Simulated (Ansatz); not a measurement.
`C[N](C)[Ga]([Cl])[Cl]` + H₂Se → `[Cl][Ga]([Cl])[SeH]` + `CNC`  (ligand exchange at a Ga–N bond)

Calculated with Ansatz (gas phase, PBE0-D4/def2-TZVP geometries, no zero-point term in ΔE). CBS: MP2 limit from def2 TZ/QZ plus the TZ coupled-cluster correction, frozen cores. DFT in def2-TZVPP. For Ga, Se outer-core shells are correlated without core-valence functions, which leaves a few kJ/mol of doubt a bond. Scalar relativity is left out up to krypton. One conformer a species, not always the lowest.

`C[N](C)[Ga]([Cl])[Cl]`:

Z-matrix (Å, degrees):
```
C
N 1 1.442
H 1 1.098 2 111.2
H 1 1.091 2 110.9 3 -120.1
H 1 1.098 2 111.2 3 119.8
C 2 1.442 1 114.3 3 -59.9
Ga 2 1.797 1 122.9 3 120.1
H 6 1.091 2 110.9 1 180.0
H 6 1.098 2 111.2 1 -59.9
H 6 1.098 2 111.2 1 59.9
Cl 7 2.127 2 120.5 1 180.0
Cl 7 2.127 2 120.5 1 -0.0
```

H₂Se:

Cartesian coordinates in Å:
```
Se 0.227 -0.364 -0.533
H 0.359 -0.483 0.923
H -0.587 0.848 -0.390
```

`[Cl][Ga]([Cl])[SeH]`:

Z-matrix (Å, degrees):
```
Ga
Cl 1 2.125
Se 1 2.299 2 120.0
Cl 1 2.127 2 117.8 3 180.0
H 3 1.470 1 90.8 2 -179.9
```

`CNC`:

```xyz
10

C     1.103    0.329   -0.369
N    -0.082   -0.486   -0.512
C    -1.011   -0.317    0.581
H     1.745    0.210   -1.244
H     1.671   -0.005    0.505
H     0.895    1.404   -0.236
H    -0.540   -0.274   -1.388
H    -0.556   -0.685    1.506
H    -1.912   -0.907    0.400
H    -1.312    0.730    0.757
```

```csv
species,CAM-B3LYP-D4 energy (Eh)
`C[N](C)[Ga]([Cl])[Cl]`,-2980.12158
H₂Se,-2402.87347
`[Cl][Ga]([Cl])[SeH]`,-5247.86886
`CNC`,-135.14666
```

Question: Work out ΔE.

Answer: ΔE = (-5247.86886) + (-135.14666) − (-2980.12158) − (-2402.87347) = -0.02047 Eh = -0.56 eV. CCSD(T)/CBS gives -0.55 eV.

Largest T1 diagnostic among the species: 0.012.

From r2SCAN to r2SCAN0 (25 % exact exchange), in def2-TZVPP and without D4, ΔE moves by −0.04 eV. The D4 term adds +0.08 eV with B3LYP and +0.05 eV with PBE0; it sums over pairs of atoms, weighted by their polarisabilities, and B3LYP, whose exchange is more repulsive, gets the larger term. In def2-TZVPP, CCSD(T) changes the Hartree–Fock value by +0.22 eV (the triples alone add +0.02 eV) and MP2 by +0.22 eV.

B3LYP here is the variant with VWN-RPA as its local correlation; programs differ in this.
